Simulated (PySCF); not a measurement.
## Stretching SrBe

Set-up: PySCF, scalar-relativistic core potentials, basis sets Sr def2-SVP with ECP28, Be def2-SVP. Energies in eV from Sr + Be in their ground configurations at the same level. State: ¹Σ⁺ (singlet), closed shell.

All columns are PBE0. A positive dipole means Sr(−)Be(+).

```tsv
R (Å)	E (eV)	μ (D)	Mulliken charge on Sr (basis-dependent)	HOMO (eV)	LUMO (eV)	Mayer bond order	⟨S²⟩
3.061	-0.094	-0.77	0.10	-3.77	-1.84	0.82	0.00
3.203	-0.174	-0.88	0.13	-3.82	-1.75	0.73	0.00
3.345	-0.215	-0.97	0.14	-3.86	-1.67	0.66	0.00
3.452	-0.228	-1.02	0.14	-3.90	-1.64	0.61	0.00
3.559	-0.230	-1.05	0.14	-3.93	-1.64	0.56	0.00
3.666	-0.225	-1.07	0.13	-3.95	-1.64	0.51	0.00
3.808	-0.211	-1.09	0.11	-3.99	-1.63	0.46	0.00
3.986	-0.187	-1.07	0.09	-4.02	-1.62	0.40	0.00
4.200	-0.156	-1.03	0.07	-4.05	-1.61	0.33	0.00
4.484	-0.117	-0.91	0.04	-4.07	-1.59	0.24	0.00
```

A fit through these points gives, at Re = 3.534 Å, μ = -1.04 D and dμ/dR = -0.306 D/Å; the reduced mass is 8.174 u.

Problem. How strong is the fundamental in the double-harmonic approximation, I = 42.26·(dμ/dR)²/μred km/mol?

Solution. I = 42.26·(-0.306)²/8.174 = 0.484 km/mol at PBE0.

Closed-shell solutions of metal pairs were not tested for spin polarisation, which can lower them a little. The bond is weak. Basis-set superposition, not corrected here, can be much of De in a small basis, most of all at correlated wavefunction levels. Functionals without a dispersion term scatter widely for such bonds, and LDA overbinds them.
